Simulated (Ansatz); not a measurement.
## Redistribution: C3H7ClSn + C2H6OSn → C3H8OSn + C2H5ClSn

Species: C3H7ClSn `C[CH](C)[Sn][Cl]`, singlet; C2H6OSn `C[CH2][Sn][OH]`, singlet; C3H8OSn `C[CH](C)[Sn][OH]`, singlet; C2H5ClSn `C[CH2][Sn][Cl]`, singlet. The partners trade Cl for OH; both sit on Sn, so the bond types are kept.

Shapes, held fixed at every level: PBE0-D4/def2-TZVP. Flexible molecules stand in one conformer, not always the lowest. Programs: Ansatz 0.2.0. The zero-point and thermal change to 298 K, harmonic and unscaled (PBE0-D4/def2-TZVP), is -0.1 kJ/mol.

```
               level                    kind  ΔH(298 K) (kJ/mol)  less CCSD(T)/def2-TZVPP  CPU time (sum over the molecules)
   PBE-D4/def2-TZVPP                     GGA                +4.6                     +0.6                               65 s
r2SCAN-D4/def2-TZVPP                meta-GGA                +4.4                     +0.4                            1.8 min
  wB97X-V/def2-TZVPP  range-separated hybrid                +4.2                     +0.2                              3 min
   B2PLYP/def2-TZVPP           double hybrid                +3.7                     -0.3                            2.5 min
      MP2/def2-TZVPP     perturbation theory                +4.6                     +0.6                                  –
     CCSD/def2-TZVPP   coupled cluster or CI                +3.5                     -0.5                                  –
  CCSD(T)/def2-TZVPP   coupled cluster or CI                +4.0                      0.0                             85 min
```

The highest level, CCSD(T)/def2-TZVPP, gives ΔH(298 K) = +4.0 kJ/mol; the levels span +3.5 to +4.6. The column of differences is taken from that level and isn't an error. No measured value is set beside it here. For atoms past krypton def2 sets carry core potentials with scalar relativity. Outer-core shells of Sn are correlated in most correlated rows, in sets that cover them unevenly. Times are processor times on shared x86 and Arm servers, and rough.
